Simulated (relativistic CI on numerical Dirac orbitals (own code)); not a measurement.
Electric-dipole lines of Ru XXIV

Method of calculation: Dirac-Coulomb-Breit CI, KLI orbitals optimised for each configuration, model QED (radiative potential, 1s self-energy scaled to tabulated hydrogen-like ionisation energies), unscaled Slater integrals (own radial code, finite nucleus).

Configuration list (outside the closed core [Ne]): 3s2 3p6 3d3, 3s2 3p5 3d4, 3s 3p6 3d4, 3s2 3p6 3d2 4s, 3s2 3p6 3d2 4p, 3s2 3p6 3d2 4d, 3s2 3p6 3d2 4f, 3s2 3p5 3d3 4s, 3s2 3p5 3d3 4p, 3s2 3p6 3d 4s 4p, 3s 3p6 3d3 4s, 3s2 3p6 3d2 5s, 3p6 3d5, 3p5 3d6, 3s2 3p6 3d 4s2, 3s2 3p6 4s2 4p, 3s2 3p6 4s2 4d, 3s2 3p6 4s2 4f. Double excitations out of closed p, d and f shells are left out; levels of such configurations are missing from the list, as are those of other unlisted configurations, and high levels can miss mixing partners. These lack a partner that the ground configuration has and come out too high: 3s2 3p5 3d3 4s, 3s2 3p5 3d3 4p.

```
λ vac (nm)                     Lower                       Upper   A (s⁻¹)        gf  Branching (%)
    5.9212    3s2 3p6 3d3 2G_7/2 [7]   3s2 3p5 3d4 2F°_5/2 [193]  5.90e+11  1.86e+00           46.3
    5.9910    3s2 3p6 3d3 4F_7/2 [3]   3s2 3p5 3d4 4D°_5/2 [178]  2.74e+11  8.85e-01           34.8
    6.0627    3s2 3p6 3d3 4F_3/2 [1]   3s2 3p5 3d4 2P°_1/2 [170]  5.19e+11  5.72e-01           53.7
    6.0798   3s2 3p6 3d3 2G_9/2 [14]   3s2 3p5 3d4 2F°_7/2 [194]  3.28e+11  1.45e+00           30.6
    6.0851    3s2 3p6 3d3 4F_5/2 [2]   3s2 3p5 3d4 4D°_3/2 [174]  3.01e+11  6.68e-01           42.1
    6.0885    3s2 3p6 3d3 4F_7/2 [3]   3s2 3p5 3d4 4D°_5/2 [175]  3.41e+11  1.14e+00           51.8
    6.0969    3s2 3p6 3d3 4F_9/2 [4]   3s2 3p5 3d4 4D°_7/2 [176]  8.91e+11  3.97e+00           70.5
    6.1110    3s2 3p6 3d3 2H_9/2 [8]   3s2 3p5 3d4 2F°_7/2 [188]  5.12e+11  2.29e+00           49.9
    6.1156  3s2 3p6 3d3 2H_11/2 [12]   3s2 3p5 3d4 2G°_9/2 [190]  1.20e+12  6.74e+00           93.9
    6.1274   3s2 3p6 3d3 2G_9/2 [14]   3s2 3p5 3d4 2G°_7/2 [192]  7.91e+11  3.56e+00           71.4
    6.1996    3s2 3p6 3d3 4F_3/2 [1]   3s2 3p5 3d4 4D°_1/2 [163]  5.91e+11  6.81e-01           63.9
    6.2456   3s2 3p6 3d3 2D_3/2 [10]   3s2 3p5 3d4 2P°_1/2 [182]  9.36e+11  1.10e+00           85.8
    6.2511   3s2 3p6 3d3 2D_3/2 [18]   3s2 3p5 3d4 2D°_3/2 [199]  8.90e+11  2.09e+00           68.8
    6.3436   3s2 3p6 3d3 2D_5/2 [19]   3s2 3p5 3d4 2D°_5/2 [197]  6.43e+11  2.33e+00           48.1
    6.3482  3s2 3p6 3d3 2H_11/2 [12]  3s2 3p5 3d4 2H°_11/2 [180]  9.21e+11  6.67e+00           94.5
    6.3936    3s2 3p6 3d3 4F_5/2 [2]   3s2 3p5 3d4 4D°_3/2 [156]  2.76e+11  6.78e-01           45.5
    6.4170   3s2 3p6 3d3 2G_9/2 [14]   3s2 3p5 3d4 2H°_9/2 [179]  6.03e+11  3.72e+00           88.9
    6.4479    3s2 3p6 3d3 4F_7/2 [3]   3s2 3p5 3d4 2F°_5/2 [157]  1.85e+11  6.91e-01           32.0
    6.5414    3s2 3p6 3d3 2H_9/2 [8]   3s2 3p5 3d4 2G°_9/2 [167]  2.02e+11  1.30e+00           72.1
    6.5728    3s2 3p6 3d3 4F_9/2 [4]   3s2 3p5 3d4 4F°_9/2 [152]  2.90e+11  1.88e+00           83.6
    6.5881    3s2 3p6 3d3 2H_9/2 [8]   3s2 3p5 3d4 2H°_9/2 [164]  4.00e+11  2.60e+00           74.8
    6.6618    3s2 3p6 3d3 2G_7/2 [7]   3s2 3p5 3d4 2G°_7/2 [160]  3.29e+11  1.75e+00           73.0
    6.7406   3s2 3p6 3d3 2G_9/2 [14]  3s2 3p5 3d4 2H°_11/2 [168]  2.17e+11  1.77e+00           78.0
    6.7534    3s2 3p6 3d3 4F_7/2 [3]   3s2 3p5 3d4 4F°_7/2 [142]  2.47e+11  1.35e+00           70.4
    6.7697    3s2 3p6 3d3 4F_9/2 [4]   3s2 3p5 3d4 2G°_9/2 [145]  1.17e+11  8.07e-01           51.4
    6.9891    3s2 3p6 3d3 4F_9/2 [4]  3s2 3p5 3d4 4G°_11/2 [132]  1.01e+11  8.89e-01           52.3
    7.0122    3s2 3p6 3d3 4F_3/2 [1]   3s2 3p5 3d4 4F°_3/2 [116]  3.51e+11  1.03e+00           89.0
    7.0615    3s2 3p6 3d3 2G_7/2 [7]   3s2 3p5 3d4 2H°_9/2 [140]  1.46e+11  1.09e+00           59.7
    7.3699    3s2 3p6 3d3 4F_7/2 [3]   3s2 3p5 3d4 2H°_9/2 [104]  1.09e+11  8.84e-01           65.9
    7.7395    3s2 3p6 3d3 4F_9/2 [4]   3s2 3p5 3d4 2H°_11/2 [93]  8.67e+10  9.34e-01           67.8
```

Terms are leading LS components. Brackets give the number of a level in order of energy, since labels repeat. The list gives strong lines, with weight on those to low levels, without lines whose two gauges differ by over a factor of 2.5, among the lowest 200 of 1635 levels, so that lines to higher ones, which can be the strongest, are missing. Levels whose partners in the same complex of configurations lie outside the list can be far off, and so can their lines. Rates are taken at the computed energies, electric ones in the length gauge.

At this charge energies of transitions that change n are usually good to better than 1 %, and those within a shell (Δn = 0) to a few per cent. Terms inside the open d or f shell come out 10 to 20 % too wide with unscaled integrals.

LS names give the leading component of a level, which can be under half, so a name can repeat, a term be missing and a line seem to break the LS rules.
